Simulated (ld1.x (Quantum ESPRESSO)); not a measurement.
**aluminium (Al), TM: configuration errors across variants**

```
Element                 : Al
Generator               : ld1.x (Quantum ESPRESSO) 7.5
Type                    : norm-conserving Troullier–Martins (Kleinman–Bylander form)
Functional              : PBEsol
Relativity              : scalar-relativistic
Frozen core             : [Ne]
Valence charge          : 3
Reference configuration : 3s2 3p1
Partial waves           : 3s (bound): rc 2.30 bohr; 3d channel at 0.35 Ry: rc 2.40 bohr; 3p (bound): rc 1.70 bohr
Local potential         : the p channel
Core correction         : Bessel-smoothed model core, default radius (core density twice the valence density)
```

All-electron excitation energies from the reference (eV): (1) 3s2 3p0 5.736; (2) 3s1 3p0 24.906; (3) 3s2 3p0.5 2.074; (4) 3s1 3p2 5.119; (5) 3s1 3p1 11.527; (6) 3s0 3p3 10.405; (7) 3s2 3p1.3 -0.568.

The default core radius of the base comes out at 1.31 bohr.

2 further variants failed, have other tests or another functional or relativity, and are left out.

Errors AE − PS in meV (a dash: test not solved or not reliable):

| change | (1) | (2) | (3) | (4) | (5) | (6) | (7) | bound ghosts |
| --- | --- | --- | --- | --- | --- | --- | --- | --- |
| base | +1.1 | -1.0 | +0.2 | -3.4 | -0.5 | -14 | +0.1 | none |
| wave 3d channel at 0.35 Ry: rc 2.40 bohr becomes 3d channel at -0.08 Ry: rc 2.40 bohr | +1.1 | -1.0 | +0.2 | -3.4 | -0.5 | -14 | +0.1 | none |
| wave 3d channel at 0.35 Ry: rc 2.40 bohr becomes 3d channel at 0.35 Ry: rc 2.08 bohr | +1.1 | -1.0 | +0.2 | -3.4 | -0.5 | -14 | +0.1 | none |
| core correction none | -2.0 | +9.1 | -0.3 | +3.3 | +7.5 | +16 | 0.0 | none |
| type ultrasoft; waves now 3s (bound): rcut 2.00, rcutus 2.30 bohr; 3s channel at 0.3 Ry: rcut 2.00, rcutus 2.30 bohr; 3p (bound): rcut 1.50, rcutus 1.70 bohr; 3p channel at 1.5 Ry: rcut 1.50, rcutus 1.70 bohr; 3d channel at 0.35 Ry: rcut 2.10, rcutus 2.40 bohr; local potential all-electron potential smoothed inside 2.15 bohr (lloc = -1); augmentation PSQ, radius 1.35 bohr | -0.3 | -13 | -0.1 | -1.2 | -3.1 | -4.5 | 0.0 | none |
| wave 3s (bound): rc 2.30 bohr becomes 3s (bound): rc 3.16 bohr | +7.4 | -13 | +1.0 | -28 | -28 | -127 | +0.1 | none |

(1) Give the same row for: all radii but the core radius scaled by about 1.08 (s 2.50, p 1.84, d 2.60 bohr).

Answers

(1) +1.5, -3.7, +0.2, -7.8, -5.4, -34, 0.0; bound ghosts: none.
